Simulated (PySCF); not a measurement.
Species: CH5Ge2NSe.
Structure used (PBE0-D3(BJ)/def2-SVP), in Å, numbered top down from 1:
```
atom  x, y, z in Å
N1     1.0072    2.4164   -0.8759
C2     1.2304    1.2880   -0.7273
Ge3    1.5148   -0.5957   -0.4162
Se4   -0.4911   -1.7202   -0.8211
Ge5   -1.8473   -0.3027    0.5119
H6     2.5611   -1.0865   -1.4195
H7     1.9738   -0.7094    1.0425
H8    -2.0191    1.0516   -0.1875
H9    -1.1840   -0.1295    1.8884
H10   -3.1816   -1.0516    0.6322
```

Jobs on this species (10 atoms, 116 electrons) with PySCF (density fitting). Hardware of each: one thread, Arm Neoverse V2 (aarch64), no GPU, on a shared host. The host was shared with other jobs, so the times are rough. Peak memory is the resident size of the whole Python process, interpreter and libraries included.

Question: Rank these jobs by wall time, shortest first.
A. PBE0-D3(BJ)/def2-SVP, grid level 1; geometry optimisation from a GFN2-xTB start shaken at random; 149 basis functions
B. delta-SCF UKS PBE, pcX-2 on the ionised atom, pcseg-1 elsewhere, spin-free X2C; ΔSCF core ionisation, 2 holes; 165 basis functions
C. delta-SCF UKS HF, pcX-2 on the ionised atom, pcseg-1 elsewhere, spin-free X2C; ΔSCF core ionisation, 2 holes; 165 basis functions

Answer: B (9.9 s), C (25 s), A (2.9 min).

All jobs:

| level and settings | work | basis functions | SCF cycles | wall time | peak memory |
| --- | --- | --- | --- | --- | --- |
| delta-SCF UKS PBE, pcX-2 on the ionised atom, pcseg-1 elsewhere, spin-free X2C | ΔSCF core ionisation, 2 holes | 165 | 39 | 9.9 s | 0.48 GiB |
| delta-SCF UKS SCAN, pcX-1 on the ionised atom, pcseg-1 elsewhere, spin-free X2C | ΔSCF core ionisation, 2 holes | 144 | 41 | 12 s | 0.41 GiB |
| delta-SCF UKS SCAN, pcX-2 on the ionised atom, pcseg-1 elsewhere, non-relativistic | ΔSCF core ionisation, 2 holes | 165 | 41 | 14 s | 0.49 GiB |
| delta-SCF UKS SCAN, def2-TZVP on the ionised atom, pcseg-1 elsewhere, spin-free X2C | ΔSCF core ionisation, 2 holes | 151 | 40 | 14 s | 0.43 GiB |
| delta-SCF UKS SCAN, pcX-2 on the ionised atom, pcseg-1 elsewhere, spin-free X2C | ΔSCF core ionisation, 2 holes | 165 | 41 | 15 s | 0.50 GiB |
| delta-SCF UKS HF, pcX-2 on the ionised atom, pcseg-1 elsewhere, spin-free X2C | ΔSCF core ionisation, 2 holes | 165 | 35 | 25 s | 0.72 GiB |
| delta-SCF UKS B3LYP, pcX-2 on the ionised atom, pcseg-1 elsewhere, spin-free X2C | ΔSCF core ionisation, 2 holes | 165 | 36 | 33 s | 0.69 GiB |
| delta-SCF UKS PBE0, pcX-2 on the ionised atom, pcseg-1 elsewhere, spin-free X2C | ΔSCF core ionisation, 2 holes | 165 | 36 | 33 s | 0.70 GiB |
| PBE0-D3(BJ)/def2-SVP, grid level 1 | geometry optimisation from a GFN2-xTB start shaken at random | 149 | 91 | 2.9 min | 0.70 GiB |

Question: What do all jobs in the table cost together?

Answer: About 5.5 min; the longest takes about 53 % of that, and about 18 times as long as the shortest.
